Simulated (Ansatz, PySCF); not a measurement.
This Ansatz (an electronic-structure program) input computes a PBE/def2-TZVPD energy:

Ansatz 0.2 input:
```yaml
crystal:
  periodic: [false, false, false]
  atoms:
    - {symbol: Si, position_ang: [-0.11279078, -0.04753227, 0.67989811]}
    - {symbol: O, position_ang: [0.43321028, -1.25423642, -0.49036843]}
    - {symbol: H, position_ang: [1.18036507, -0.89573951, -0.98392959]}
    - {symbol: O, position_ang: [-0.28070294, 1.31850603, -0.42893945]}
    - {symbol: H, position_ang: [-0.82135288, 1.04703434, -1.18018088]}
basis:
  gaussian:
    orbitals: def2-TZVPD
hamiltonian:
  xc: {name: PBE}
total_charge: -1
magnetization: {spin_polarized: true, initial_magnetization: 1}
output: {forces: true}
```

**Question.** Write an input for the same energy in PySCF and say what it gives.

**Answer.** 
```python
from pyscf import gto, scf, dft

mol = gto.M(
    atom='''
    Si   -0.11279078   -0.04753227    0.67989811
    O     0.43321028   -1.25423642   -0.49036843
    H     1.18036507   -0.89573951   -0.98392959
    O    -0.28070294    1.31850603   -0.42893945
    H    -0.82135288    1.04703434   -1.18018088
    ''',
    basis='def2-tzvpd',
    charge=-1,
    spin=1,
    verbose=4,
)

mf = dft.UKS(mol, xc='pbe').density_fit(auxbasis='def2-universal-jkfit')
mf.grids.level = 3
mf.conv_tol = 1e-9
mf.max_cycle = 100
mf.max_memory = 1500
mf.kernel()
if not mf.converged:
    mf = mf.newton()
    mf.kernel(mf.make_rdm1())
for _ in range(2):
    mo, _, stable, _ = mf.stability(return_status=True)
    if stable:
        break
    mf.kernel(mf.make_rdm1(mo, mf.mo_occ))
mf.analyze()
```
It gives -440.97413 Eh, and Ansatz -440.97406 Eh, a difference of 0.07 mEh, from the treatment of integrals and grids.
